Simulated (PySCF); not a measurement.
Species: C₃H₁₀N₂Si.
Geometry (GFN2-xTB, Å), atoms numbered from 1 in this order:
```xyz
16
C3H10N2Si angstrom
C      3.0255    1.0714    0.4026
N      2.0497    0.2962    0.3733
Si     1.0471   -0.3533   -0.8673
C     -0.7041    0.2267   -0.3981
C     -1.4990   -0.8464    0.3515
N     -2.8300   -0.4386    0.7643
H      3.4744    1.3306    1.3592
H      3.4871    1.5284   -0.4779
H      1.3411    0.0319   -2.2569
H      1.2176   -1.7955   -0.6983
H     -0.6486    1.1207    0.2277
H     -1.2558    0.5058   -1.2989
H     -1.6112   -1.7285   -0.2847
H     -0.9555   -1.1463    1.2502
H     -2.7712    0.3600    1.3884
H     -3.3749   -0.1542   -0.0440
```

Level of theory: TDDFT B3LYP/def2-SVPD, vertical, gas phase, core orbitals frozen in the response (PySCF). GFN2-xTB frequencies show an imaginary mode (39i cm⁻¹), so this geometry is no minimum at that level.

Transition dipole moments from the ground state, in atomic units and in the frame of the coordinates above (overall signs are arbitrary), for the states with f of 0.002 or more among the lowest 8:

| state | E (hartree) | μx | μy | μz |
| --- | --- | --- | --- | --- |
| S2 | 0.1779 | -0.558 | -0.147 | 0.041 |
| S3 | 0.2148 | -0.208 | -0.214 | 0.159 |
| S4 | 0.2232 | 0.311 | 0.139 | 0.098 |
| S5 | 0.2308 | -0.144 | -0.217 | 0.044 |
| S6 | 0.2399 | -0.247 | -0.014 | -0.279 |
| S7 | 0.2456 | 0.108 | 0.189 | -0.096 |
| S8 | 0.2515 | 0.688 | 0.332 | 0.207 |

(1) Work out the oscillator strengths.

(2) Which bond between heavy atoms lies closest to the direction of the S8 transition dipole?

(3) What angle do the transition dipoles of S2 and S4 make?

(4) What peak molar absorption coefficient would the strongest computed level give as a lone Gaussian band 0.5 eV wide at half height?

Results:

(1) f = (2/3) ΔE |μ|² with ΔE in hartree (27.2114 eV).

```tsv
state	|μ|² (au)	|μ| (D)	f
S2	0.335	1.47	0.040
S3	0.115	0.86	0.016
S4	0.125	0.90	0.019
S5	0.070	0.67	0.011
S6	0.139	0.95	0.022
S7	0.057	0.60	0.009
S8	0.627	2.01	0.105
```

(2) C1–N2, at 19° from it; next N2–Si3 at 32°.

(3) |cos θ| = |μa·μb| / (|μa| |μb|) = 0.93, so θ ≈ 22° (taken between 0 and 90°, since the signs are arbitrary).

(4) ε(max) = 2.175×10⁸ f / FWHM, with the width in cm⁻¹. S8: 2.175×10⁸ × 0.1051 / 4033 ≈ 5700 L mol⁻¹ cm⁻¹.

One conformer stands for the species.
